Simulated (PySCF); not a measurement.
**Si³⁺ (silicon, charge +3): UHF calculation**

Configuration: [Ne] 3s1, 2S determinant. Computed with PySCF 2.14 in aug-cc-pwCVDZ, with no relativity, point nucleus.

* Total energy: -286.813342 hartree
* One-electron energy: -383.0281 hartree
* Hartree (Coulomb) energy: 115.7242 hartree
* Exchange energy: -19.5094 hartree
* Kinetic energy: 286.73400 hartree
* ⟨S²⟩: 0.7500
* ⟨L²⟩: 0.000
* Sum of ⟨r⟩: 6.435 bohr
* Sum of ⟨r²⟩: 6.958 bohr²
* Density at the nucleus (Gaussians lack the cusp): 1710 bohr⁻³
* Spin density at the nucleus: 6.61 bohr⁻³
* Langevin diamagnetic susceptibility: -5.51 ×10⁻⁶ cm³/mol

```json
{"shell": "1s α", "electrons": "1", "mean orbital energy (eV)": "-1910.5", "rms radius, mean of both spins (bohr)": "0.129"}
{"shell": "1s β", "electrons": "1", "mean orbital energy (eV)": "-1910.0", "rms radius, mean of both spins (bohr)": "0.129"}
{"shell": "2s α", "electrons": "1", "mean orbital energy (eV)": "-204.30", "rms radius, mean of both spins (bohr)": "0.613"}
{"shell": "2s β", "electrons": "1", "mean orbital energy (eV)": "-203.36", "rms radius, mean of both spins (bohr)": "0.613"}
{"shell": "2p α", "electrons": "3", "mean orbital energy (eV)": "-152.46", "rms radius, mean of both spins (bohr)": "0.596"}
{"shell": "2p β", "electrons": "3", "mean orbital energy (eV)": "-152.10", "rms radius, mean of both spins (bohr)": "0.596"}
{"shell": "3s α", "electrons": "1", "mean orbital energy (eV)": "-44.609", "rms radius, mean of both spins (bohr)": "2.01"}
```
